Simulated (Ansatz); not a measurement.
Born–Oppenheimer molecular dynamics of Cl3H5Si2 (10 atoms, charge 0, multiplicity 1). It starts at the highest image of a converged band. Of that band: Beside the main top the profile has a ripple of under 15 meV (maxima at images 4, 7), which may be a very shallow well or noise. Neighbouring images differ by up to 2.4 eV, so the band resolves the path poorly. A vibrational analysis at the climbing image gives one clearly imaginary mode, 969i cm⁻¹: a first-order saddle point.

Level of theory: Ansatz, RKS B3LYP/def2-SVP.

```json
{
 "ensemble": "NVE (velocity Verlet)",
 "time step": "0.5 fs",
 "steps asked": "200",
 "starting velocities drawn for": "300 K",
 "seed": "4732"
}
```

First frame:

```xyz
10
Properties=species:S:1:pos:R:3
Si -0.681 -0.949 0.190
Cl 1.809 -1.748 -0.099
Cl -1.208 -2.105 -1.427
Cl -0.695 -1.770 2.075
H -1.823 0.010 0.265
H 0.909 -0.311 -0.104
Si 0.410 1.397 -0.193
H -0.099 1.969 1.081
H 1.831 1.767 -0.435
H -0.454 1.740 -1.351
```

(1) How far do the bonds stretch over the last three quarters of this one trajectory? (Pairs bonded in most of those frames.)

Answers

(1) 
```tsv
bond	mean (Å)	spread (Å)	shortest	longest
Si1–Cl3	2.117	0.079	1.99	2.22
Si1–Cl4	2.094	0.040	2.03	2.14
Si1–H5	1.488	0.005	1.48	1.50
Si1–Si7	2.382	0.041	2.28	2.47
Cl2–H6	1.316	0.032	1.26	1.37
Si7–H8	1.497	0.027	1.45	1.54
Si7–H9	1.492	0.045	1.42	1.57
Si7–H10	1.496	0.041	1.43	1.56
```

Mean temperature of the second half: 1652 K. The conserved energy stayed within 0.11 meV per atom of its start (net change 0.037 meV per atom), so the integration is sound. The kinetic energy rose, since the run started high on the potential surface and went downhill. It ends in pieces (Cl2H4Si2 + ClH), so much of that is their flight and rotation, not heat. A run of 0.1 ps of so small a system gives no equilibrium averages. The orbitals stay closed-shell, which can raise the energy where a bond breaks towards radicals; this wasn't checked here.

The run took 8.1 min on 2 threads of Intel(R) Xeon(R) Platinum 8488C (Sapphire Rapids) (shared host), peak memory 0.32 GiB.
